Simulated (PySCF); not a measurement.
## Fractional electron number in Fe (iron, neutral)

The 4s beta orbital of [Ar] 3d6 4s2 is emptied in steps (occupation f), with all orbitals relaxed, ending at [Ar] 3d6 4s1. All numbers are calculated (PySCF 2.14, no relativity, point nucleus, in def2-TZVP). The exact energy is a straight line in f; departures are measured from the line between the end points of the same method.

**Question.** Among UHF, LDA, PBE, which shows the largest delocalisation error (convex curve), and which is closest to linear?

**Answer.** Most convex: LDA (-0.750 eV at f = 0.4); closest to linear: UHF (0.044 eV).

```json
{"f": "1", "UHF (eV)": "0.000", "LDA (eV)": "0.000", "PBE (eV)": "0.000"}
{"f": "0.8", "UHF (eV)": "0.033", "LDA (eV)": "-0.497", "PBE (eV)": "-0.480"}
{"f": "0.6", "UHF (eV)": "0.046", "LDA (eV)": "-0.748", "PBE (eV)": "-0.725"}
{"f": "0.4", "UHF (eV)": "0.044", "LDA (eV)": "-0.750", "PBE (eV)": "-0.729"}
{"f": "0.2", "UHF (eV)": "0.028", "LDA (eV)": "-0.501", "PBE (eV)": "-0.488"}
{"f": "0", "UHF (eV)": "0.000", "LDA (eV)": "0.000", "PBE (eV)": "0.000"}
```

| method | E(f=0) − E(f=1) (eV) | −ε at f=1 (eV) | −ε at f=0.4 (eV) |
| --- | --- | --- | --- |
| UHF | 6.370 | 6.588 | 6.322 |
| LDA | 8.056 | 4.965 | 8.675 |
| PBE | 7.760 | 4.774 | 8.345 |

Reference removal energy between the ground levels: 7.902 eV (measured; NIST Atomic Spectra Database, ionization energies). The calculation has no spin-orbit coupling. UHF lacks correlation.
